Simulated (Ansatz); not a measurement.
`NCC1BN1` at its PBE0-D4/def2-TZVP geometry, where that method's forces vanish. Total charge 0; spin multiplicity 1.

```csv
atom,x (Å),y (Å),z (Å)
N1,0.237,-0.929,-1.755
C2,0.569,0.114,-0.798
C3,-0.460,0.311,0.294
B4,-0.330,-0.300,1.729
N5,-0.058,0.999,1.526
H6,0.043,-1.794,-1.264
H7,-0.609,-0.688,-2.257
H8,0.715,1.045,-1.360
H9,1.536,-0.122,-0.342
H10,-1.448,0.582,-0.090
H11,-0.373,-1.160,2.542
H12,0.178,1.942,1.777
```

Problem. For each bond, give half the difference of the two atoms' forces along it (eV/Å; positive pushes the atoms apart) under PBE-D4, r2SCAN-D4, B3LYP-D4, ωB97M-V in def2-TZVPP. (An estimate is asked.)

Solution. Ansatz gave: 
| bond | length (Å) | PBE-D4 | r2SCAN-D4 | B3LYP-D4 | ωB97M-V |
| --- | --- | --- | --- | --- | --- |
| N1–C2 | 1.453 | 0.11 | 0.20 | 0.24 | 0.24 |
| N1–H6 | 1.014 | 0.25 | 0.01 | -0.05 | -0.08 |
| N1–H7 | 1.013 | 0.24 | 0.00 | -0.04 | -0.07 |
| C2–C3 | 1.513 | -0.09 | 0.00 | 0.06 | 0.07 |
| C2–H8 | 1.097 | 0.11 | -0.05 | -0.12 | -0.15 |
| C2–H9 | 1.096 | 0.12 | -0.05 | -0.12 | -0.13 |
| C3–B4 | 1.564 | 0.26 | 0.13 | 0.18 | 0.20 |
| C3–N5 | 1.467 | 0.28 | 0.28 | 0.25 | 0.24 |
| C3–H10 | 1.095 | 0.06 | -0.07 | -0.16 | -0.18 |
| B4–N5 | 1.343 | 0.35 | 0.20 | 0.15 | 0.20 |
| B4–H11 | 1.184 | -0.16 | -0.12 | -0.18 | -0.22 |
| N5–H12 | 1.003 | 0.05 | -0.11 | -0.10 | -0.16 |

B3LYP here is the variant with VWN-RPA as its local correlation; programs differ in this.
